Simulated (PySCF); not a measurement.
Correlation energy of Zn²⁺ (zinc, charge +2)

[Ar] 3d10, closed-shell 1S. All numbers are calculated (PySCF 2.14, the non-relativistic Hamiltonian (point nucleus), in 6-31G*). Frozen: [Ar]; 10 electrons correlated.

Total MP2 correlation energy: -200.45 mhartree.

Same-spin part -73.29 and opposite-spin part -127.16 mhartree; SCS-MP2 scales them by 1/3 and 6/5 to -177.03 mhartree.

```
  level  correlation energy (mhartree)
   CCSD                        -178.80
    (T)                          -4.43
CCSD(T)                        -183.23
```

Diagnostics: T1 = 0.0052, D1 = 0.0074, largest double amplitude 0.028.

Cost of the coupled-cluster step: 0.1 s of wall time on 1 thread of Neoverse-V2 (shared host), for 10 correlated electrons.
